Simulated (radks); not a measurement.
Values are calculated unless marked as measured or tabulated.
Neutral indium, configuration [Kr] 4d10 5s2 5p1.

Level of theory: scalar-relativistic Kohn-Sham, LDA (Slater exchange, Perdew-Wang correlation), spin-polarised, spherical densities, finite nucleus; open shells are filled with parallel spins first (spin-orbit coupling, left out, can overturn this in heavy ions); Fermi nuclear charge, rms radius 4.6156 fm (a radial shooting solver on a logarithmic mesh with Libxc functionals).

Energy parts (eV):
| part | energy |
|---|---|
| total | -159902.553 |
| kinetic | 166614.228 |
| electron-nucleus | -386768.187 |
| Hartree | 64449.090 |
| exchange-correlation | -4197.684 |

Orbitals (lengths in bohr, moments of r in powers of bohr; <r^-3> diverges for s and p1/2):
orbital	occ.	eigenvalue (eV)	<r^-3>
1s up	1	-27719.47	-
1s down	1	-27719.46	-
2s up	1	-4151.330	-
2s down	1	-4151.327	-
2p up	3	-3728.545	4369
2p down	3	-3728.538	4369
3s up	1	-787.1786	-
3s down	1	-787.1693	-
3p up	3	-648.6914	799.6
3p down	3	-648.6812	799.6
3d up	5	-432.9628	109.9
3d down	5	-432.9541	109.9
4s up	1	-119.4212	-
4s down	1	-119.4036	-
4p up	3	-78.0159	141.6
4p down	3	-77.9937	141.6
4d up	5	-18.7081	12.37
4d down	5	-18.6329	12.43
5s up	1	-8.6657	-
5s down	1	-8.1951	-
5p up	1	-2.9005	6.667
5p down	0	-2.3908	6.592

The highest occupied level is 5p up at -2.900 eV. The density falls to 0.001 e/bohr^3 at r = 4.62 bohr.
